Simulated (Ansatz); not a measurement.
Consider the formal hydrolysis of the As–N bond: `N[AsH2]` + H₂O → `O[AsH2]` + NH₃.

Computed with Ansatz on PBE0-D4/def2-TZVP structures; ΔE is electronic, products minus reactants. CCSD(T)/CBS adds triple-zeta CCSD(T) − MP2 to the extrapolated MP2 energy (def2 sets, frozen cores). This one scheme is used for every species. For As outer-core shells are correlated without core-valence functions, which leaves a few kJ/mol of doubt a bond. Scalar relativity is left out up to krypton.

`N[AsH2]`:

```xyz
6

N     0.816   -0.494   -0.077
As   -0.269    1.003   -0.209
H     0.368   -1.309    0.318
H     1.197   -0.736   -0.982
H    -0.457    1.180    1.293
H    -1.655    0.356   -0.342
```

H₂O:

Cartesian coordinates in Å:
```
O -0.260 0.004 -0.289
H -0.113 0.683 0.373
H 0.373 -0.687 -0.083
```

`O[AsH2]`:

```xyz
5

O     0.999    0.461   -0.153
As   -0.429   -0.518    0.345
H     1.764    0.127    0.321
H    -1.367    0.669    0.555
H    -0.968   -0.739   -1.067
```

NH₃:

Z-matrix (Å, degrees):
```
N
H 1 1.013
H 1 1.013 2 107.1
H 1 1.013 2 107.1 3 -114.5
```

```tsv
species	CCSD(T)/CBS(def2) energy (Eh)
`N[AsH2]`	-2292.09958
H₂O	-76.37941
`O[AsH2]`	-2311.97217
NH₃	-56.50880
```

Problem. Work out ΔE.

Solution. ΔE = (-2311.97217) + (-56.50880) − (-2292.09958) − (-76.37941) = -0.00198 Eh = -5.2 kJ/mol.

Largest T1 diagnostic among the species: 0.012.

In def2-TZVPP, CCSD(T) changes the Hartree–Fock value by +3.2 kJ/mol (the triples alone add −0.2 kJ/mol) and MP2 by +5.0 kJ/mol. Leaving LDA and LC-ωPBE aside and taking each functional with its dispersion term where it has one, the values, not all of them listed here, spread over 10.5 kJ/mol, from B97M-V to PBE-QIDH. LDA lies +4.6 kJ/mol from PBE without D4.
